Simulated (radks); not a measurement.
Q: Radial electron density D(r) = 4 pi r^2 rho(r) of an atom or ion with 56 electrons. Calculated with a radial shooting solver on a logarithmic mesh with Libxc functionals: non-relativistic Kohn-Sham, LDA (Slater exchange, Perdew-Wang correlation), spin-polarised, spherical densities, point nucleus.

r (bohr)  D(r) (e/bohr)
0.002663          8.206
0.0031            10.59
0.003638          13.73
0.004236          17.41
0.004931          21.83
0.005787          27.33
0.006736          33.33
0.007905          40.31
0.009203          47.33
0.01071           54.31
0.01257           61.06
0.01464           66.23
0.01718           69.72
0.02              70.77
0.02328           69.65
0.02732           66.85
0.0318            64.03
0.03732           62.82
0.04345           65.00
0.05058           71.03
0.05936           80.29
0.0691            88.88
0.08109           93.67
0.0944            91.67
0.1099            84.04
0.129             74.63
0.1501            70.06
0.1748            72.34
0.2051            78.44
0.2388            79.95
0.2802            70.77
0.3262            53.69
0.3798            36.96
0.4457            28.36
0.5188            29.31
0.6088            32.73
0.7088            31.52
0.8251            25.01
0.9683            16.53
1.127             10.78
1.323             8.026
1.54              6.982
1.793             5.899
2.104             4.261
2.449             2.673
2.874             1.488
3.346            0.9167
3.895            0.6863
4.571            0.5603
5.322            0.4284
6.245            0.2698
7.27             0.1404
8.464           0.05772
9.932           0.01709
11.56          0.004012
13.57         0.0006222

What is the nuclear charge?

A: Z = 56. The innermost maximum, from 1s, lies near 1/Z = 0.0179 bohr (found: 0.0198), and its height grows with Z. The density is that of neutral barium in [Xe] 6s2; the configuration itself is not fixed sharply by these data, and Z only to a few units. D(r) has 4 maxima, at r = 0.0198, 0.0837, 0.228, 0.639 bohr, and minima at 0.0367, 0.154, 0.468 bohr, inside which lie 1.99, 11.38, 28.96 electrons.
